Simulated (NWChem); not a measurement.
Everything below was run with NWChem. System: Sb (-1), charge -1, spin multiplicity 3. Its SCF solution wasn't tested for a lower state. Level: UCAM-B3LYP/def2-TZVPD with def2 effective core potentials on Sb.

NWChem printed:

```
             Northwest Computational Chemistry Package (NWChem) 7.3.0
             --------------------------------------------------------

                                NWChem Input Module
                                -------------------

 Scaling coordinates for geometry "geometry" by  1.889725989
 (inverse scale =  0.529177249)

                             Geometry "geometry" -> ""
                             -------------------------

 Output coordinates in angstroms (scale by  1.889725989 to convert to a.u.)

  No.       Tag          Charge          X              Y              Z
 ---- ---------------- ---------- -------------- -------------- --------------
    1 Sb                  51.0000     0.00000000     0.00000000     0.00000000

 Effective nuclear repulsion energy (a.u.)       0.0000000000

            Nuclear Dipole moment (a.u.)
            ----------------------------
        X                 Y               Z
 ---------------- ---------------- ----------------
     0.0000000000     0.0000000000     0.0000000000

      Symmetry information
      --------------------

 Group name             D2h
 Group number             26
 Group order               8
 No. of unique centers     1

      Symmetry unique atoms

     1


 Summary of "ao basis" -> "" (spherical)
 ------------------------------------------------------------------------------
       Tag                 Description            Shells   Functions and Types
 ---------------- ------------------------------  ------  ---------------------
 *                         def2-tzvpd                 on all atoms

                                 NWChem DFT Module
                                 -----------------

 Summary of "ao basis" -> "ao basis" (spherical)
 ------------------------------------------------------------------------------
       Tag                 Description            Shells   Functions and Types
 ---------------- ------------------------------  ------  ---------------------
 Sb                        def2-tzvpd               18       56   7s5p4d2f

 Summary of "ao basis" -> "ao basis" (spherical)
 ------------------------------------------------------------------------------
       Tag                 Description            Shells   Functions and Types
 ---------------- ------------------------------  ------  ---------------------
 Sb                        def2-tzvpd               18       56   7s5p4d2f

      Symmetry analysis of basis
      --------------------------

        ag         15
        au          2
        b1g         4
        b1u         9
        b2g         4
        b2u         9
        b3g         4
        b3u         9

  int_init: cando_txs set to always be  F

            General Information
            -------------------
          SCF calculation type: DFT
          Wavefunction type:  spin polarized.
          No. of atoms     :     1
          No. of electrons :    24
           Alpha electrons :    13
            Beta electrons :    11
          Charge           :    -1
          Spin multiplicity:     3
          Use of symmetry is: on ; symmetry adaption is: on
          Maximum number of iterations: 100
          This is a Direct SCF calculation.
          AO basis - number of functions:    56
                     number of shells:    18
          Convergence on energy requested:  1.00D-06
          Convergence on density requested:  1.00D-05
          Convergence on gradient requested:  5.00D-04

              XC Information
              --------------
                     Hartree-Fock (Exact) Exchange  1.000
                   CAM-Becke88 Exchange Functional  1.000
                      VWN V Correlation Functional  0.190 local
              Lee-Yang-Parr Correlation Functional  0.810

           Range-Separation Parameters
           ---------------------------
           Alpha           :  0.19
           Beta            :  0.46
           Gamma           :  0.33
           Short-Range HF  :     F

             Grid Information
             ----------------
          Grid used for XC integration:  medium
          Radial quadrature: Mura-Knowles
          Angular quadrature: Lebedev.
          Tag              B.-S. Rad. Rad. Pts. Rad. Cut. Ang. Pts.
[...]
                     b3g               1.0          1.0
                     b3u               2.0          2.0

                    DFT Final Alpha Molecular Orbital Analysis
                    ------------------------------------------

 Vector   11  Occ=1.000000D+00  E=-4.730847D-02  Symmetry=b2u
              MO Center= -7.8D-29,  1.3D-14,  1.7D-30, r^2= 3.2D+00
   Bfn.  Coefficient  Atom+Function         Bfn.  Coefficient  Atom+Function
  ----- ------------  ---------------      ----- ------------  ---------------
    21      0.430667  1 Sb py                18      0.411893  1 Sb py
    12     -0.373172  1 Sb py                15      0.349896  1 Sb py
     9     -0.059286  1 Sb py

 Vector   12  Occ=1.000000D+00  E=-4.730847D-02  Symmetry=b1u
              MO Center= -8.9D-29,  8.9D-31,  1.4D-14, r^2= 3.2D+00
   Bfn.  Coefficient  Atom+Function         Bfn.  Coefficient  Atom+Function
  ----- ------------  ---------------      ----- ------------  ---------------
    22      0.430667  1 Sb pz                19      0.411893  1 Sb pz
    13     -0.373172  1 Sb pz                16      0.349896  1 Sb pz
    10     -0.059286  1 Sb pz

 Vector   13  Occ=1.000000D+00  E=-1.692221D-02  Symmetry=b3u
              MO Center=  9.3D-15,  2.8D-13, -2.7D-13, r^2= 3.4D+00
   Bfn.  Coefficient  Atom+Function         Bfn.  Coefficient  Atom+Function
  ----- ------------  ---------------      ----- ------------  ---------------
    20      0.495313  1 Sb px                11     -0.362653  1 Sb px
    14      0.350479  1 Sb px                17      0.351162  1 Sb px
     8     -0.057555  1 Sb px

 Vector   14  Occ=0.000000D+00  E= 1.965880D-01  Symmetry=ag
              MO Center= -3.0D-18, -3.4D-18, -2.5D-18, r^2= 1.1D+01
   Bfn.  Coefficient  Atom+Function         Bfn.  Coefficient  Atom+Function
  ----- ------------  ---------------      ----- ------------  ---------------
     7      1.997716  1 Sb s                  6     -1.691332  1 Sb s
     3      0.237090  1 Sb s                  2     -0.182075  1 Sb s
     1      0.090511  1 Sb s                  5      0.076218  1 Sb s
    42     -0.053848  1 Sb d  2              40      0.031089  1 Sb d  0

 Vector   15  Occ=0.000000D+00  E= 2.595980D-01  Symmetry=ag
              MO Center= -3.5D-27, -8.8D-29, -7.2D-29, r^2= 9.9D+00
   Bfn.  Coefficient  Atom+Function         Bfn.  Coefficient  Atom+Function
  ----- ------------  ---------------      ----- ------------  ---------------
    40      0.919671  1 Sb d  0              42      0.530972  1 Sb d  2
    35     -0.100022  1 Sb d  0              25     -0.077208  1 Sb d  0
    30      0.058294  1 Sb d  0              37     -0.057748  1 Sb d  2
    27     -0.044576  1 Sb d  2              32      0.033656  1 Sb d  2

 Vector   16  Occ=0.000000D+00  E= 2.595980D-01  Symmetry=b3g
              MO Center=  2.3D-28, -7.6D-27,  9.1D-27, r^2= 9.9D+00
   Bfn.  Coefficient  Atom+Function         Bfn.  Coefficient  Atom+Function
  ----- ------------  ---------------      ----- ------------  ---------------
    39      1.061945  1 Sb d -1              34     -0.115496  1 Sb d -1
    24     -0.089152  1 Sb d -1              29      0.067312  1 Sb d -1

                     DFT Final Beta Molecular Orbital Analysis
                     -----------------------------------------

 Vector    9  Occ=1.000000D+00  E=-1.106493D+00  Symmetry=ag
              MO Center= -9.9D-17, -6.6D-17, -6.8D-17, r^2= 3.5D-01
   Bfn.  Coefficient  Atom+Function         Bfn.  Coefficient  Atom+Function
  ----- ------------  ---------------      ----- ------------  ---------------
    27      0.785066  1 Sb d  2              25     -0.453258  1 Sb d  0
    32      0.135380  1 Sb d  2              30     -0.078162  1 Sb d  0

 Vector   10  Occ=1.000000D+00  E=-2.975614D-01  Symmetry=ag
              MO Center= -1.8D-17, -1.6D-18,  1.8D-18, r^2= 1.7D+00
   Bfn.  Coefficient  Atom+Function         Bfn.  Coefficient  Atom+Function
  ----- ------------  ---------------      ----- ------------  ---------------
     5      0.766742  1 Sb s                  3     -0.537903  1 Sb s
     2      0.489238  1 Sb s                  6      0.426737  1 Sb s
     4     -0.334314  1 Sb s                  1     -0.242241  1 Sb s
     7      0.067945  1 Sb s

 Vector   11  Occ=1.000000D+00  E=-1.190896D-03  Symmetry=b3u
              MO Center=  3.6D-18, -3.4D-32,  3.0D-32, r^2= 3.6D+00
   Bfn.  Coefficient  Atom+Function         Bfn.  Coefficient  Atom+Function
  ----- ------------  ---------------      ----- ------------  ---------------
    20      0.543922  1 Sb px                11     -0.354742  1 Sb px
    14      0.351317  1 Sb px                17      0.304327  1 Sb px
     8     -0.056258  1 Sb px

 Vector   12  Occ=0.000000D+00  E= 1.387923D-01  Symmetry=b1u
              MO Center= -1.0D-28, -3.3D-18, -1.3D-17, r^2= 4.3D+00
   Bfn.  Coefficient  Atom+Function         Bfn.  Coefficient  Atom+Function
  ----- ------------  ---------------      ----- ------------  ---------------
    22      0.713644  1 Sb pz                16      0.332794  1 Sb pz
    13     -0.318110  1 Sb pz                19      0.146240  1 Sb pz
    10     -0.050543  1 Sb pz

 Vector   13  Occ=0.000000D+00  E= 1.387923D-01  Symmetry=b2u
              MO Center= -3.1D-29, -6.8D-19,  4.8D-19, r^2= 4.3D+00
   Bfn.  Coefficient  Atom+Function         Bfn.  Coefficient  Atom+Function
  ----- ------------  ---------------      ----- ------------  ---------------
    21      0.713644  1 Sb py                15      0.332794  1 Sb py
    12     -0.318110  1 Sb py                18      0.146240  1 Sb py
     9     -0.050543  1 Sb py

 Vector   14  Occ=0.000000D+00  E= 1.999310D-01  Symmetry=ag
              MO Center=  2.2D-17,  6.9D-18,  1.4D-14, r^2= 1.1D+01
   Bfn.  Coefficient  Atom+Function         Bfn.  Coefficient  Atom+Function
  ----- ------------  ---------------      ----- ------------  ---------------
     7      2.033914  1 Sb s                  6     -1.772862  1 Sb s
     3      0.231997  1 Sb s                  2     -0.172926  1 Sb s
     5      0.152095  1 Sb s                  1      0.086071  1 Sb s
    42     -0.032903  1 Sb d  2

   alpha - beta orbital overlaps
   -----------------------------

   alpha      1      2      3      4      5      6      7      8      9     10
    beta      1      2      3      4      5      6      8      7      9     10
 overlap   1.000  1.000  1.000  1.000  1.000  1.000  1.000  1.000  1.000  0.999

   alpha     11     12     13     14     15     16     17     18     19     20
    beta     13     12     11     14     16     15     17     18     19     21
 overlap   0.983  0.983  0.999  0.999  0.997  0.997  0.999  0.999  0.999  0.983

   alpha     21     22     23     24     25     26     27     28     29     30
    beta     22     20     26     27     24     23     25     28     29     30
 overlap   0.983  0.999  0.997  0.997  0.999  0.999  0.994  0.995  1.000  1.000

   alpha     31     32     33     34     35     36     37     38     39     40
    beta     31     32     33     34     36     37     35     38     39     40
 overlap   1.000  1.000  0.979  0.979  0.979  0.979  1.000  1.000  1.000  1.000

   alpha     41     42     43     44     45     46     47     48     49     50
    beta     41     42     43     44     45     46     47     48     49     50
 overlap   1.000  1.000  1.000  1.000  1.000  1.000  1.000  1.000  1.000  1.000

   alpha     51     52     53     54     55     56
    beta     51     52     53     54     55     56
 overlap   1.000  1.000  1.000  1.000  1.000  1.000

     --------------------------
     Expectation value of S2:
     --------------------------
      <S2> =      2.0039 (Exact =     2.0000)

 Task  times  cpu:        2.8s     wall:        2.8s

 Total times  cpu:        2.8s     wall:        2.8s
```

Q: Write an NWChem input that would produce this output.

A: Several could match; the one computed here: 
```
start mol
memory heap 200 mb stack 900 mb global 1100 mb
charge -1
geometry units angstroms nocenter noautoz
  Sb     0.000000     0.000000     0.000000
  symmetry group D2h
end
basis spherical
  * library def2-tzvpd
end
ecp
  Sb library def2-ecp
end
dft
  xc xcamb88 1.00 lyp 0.81 vwn_5 0.19 hfexch 1.00
  cam 0.33 cam_alpha 0.19 cam_beta 0.46
  odft
  mult 3
  direct
  iterations 100
end
task dft energy
```
